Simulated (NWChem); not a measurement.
System: CH₃ISn, singlet; SMILES [CH3][Sn][I]

Program: NWChem. Low-valent species are run as closed-shell singlets; no triplet was tried in these runs. All runs use the structure optimised with PBE0/def2-SVP (def2 core potentials past Kr).

For level PBE0/3-21G, non-relativistic:

| Item | Value |
|---|---|
| highest occupied level (eV) | -6.36 |
| orbital gap (eV) | 3.45 |
| dipole (D) | 3.20 |

### Question
How do the values read with level PBE0/STO-3G, non-relativistic instead?

### Answer
| Quantity | Result |
|---|---|
| highest occupied level (eV) | -3.55 |
| orbital gap (eV) | 3.65 |
| dipole (D) | 2.74 |
